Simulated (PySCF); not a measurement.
**Highest orbital energy against ionisation energy along the 4p block**

Calculated with PySCF 2.14, no spin-orbit coupling. Each cell gives −ε(HOMO) / ΔSCF in eV; NIST values include spin-orbit coupling, (s) semi-empirical, (t) theoretical.

```
                             species              UHF              LDA              PBE             PBE0           r2SCAN  NIST (lowest levels)
Ga²⁺ (aug-cc-pVDZ-DK, spin-free X2C)  29.778 / 29.695  27.019 / 31.820  26.694 / 31.505  27.610 / 31.155  27.084 / 31.255                30.726
Ge²⁺ (aug-cc-pVDZ-DK, spin-free X2C)  32.488 / 32.267  29.671 / 34.849  29.302 / 34.444  30.324 / 34.094  29.607 / 34.092                34.058
As²⁺ (aug-cc-pVDZ-DK, spin-free X2C)  27.781 / 27.474  23.218 / 28.270  23.223 / 28.133  24.539 / 28.154  23.668 / 28.353        28.349 ± 0.012
Se²⁺ (aug-cc-pVDZ-DK, spin-free X2C)  31.411 / 30.976  26.307 / 31.760  26.287 / 31.599  27.762 / 31.649  26.790 / 31.841        31.697 ± 0.019
Br²⁺ (aug-cc-pVDZ-DK, spin-free X2C)  35.173 / 34.624  29.462 / 35.308  29.430 / 35.140  31.077 / 35.238  30.022 / 35.447        34.871 ± 0.019
Kr²⁺ (aug-cc-pVDZ-DK, spin-free X2C)  34.977 / 34.230  29.906 / 35.783  29.777 / 35.475  31.364 / 35.479  30.203 / 35.556         35.838 ± 0.02
```

Task: How far is −ε(HOMO) from ΔSCF on average for each method, and why?

Result: UHF 0.39 eV; LDA -5.37 eV; PBE -5.26 eV; PBE0 -3.85 eV; r2SCAN -4.86 eV. Hartree-Fock orbital energies lack relaxation and so exceed the ΔSCF value; semilocal functionals have convex E(N) from self-interaction, so their HOMO lies far too high; exact exchange moves hybrids part of the way back.
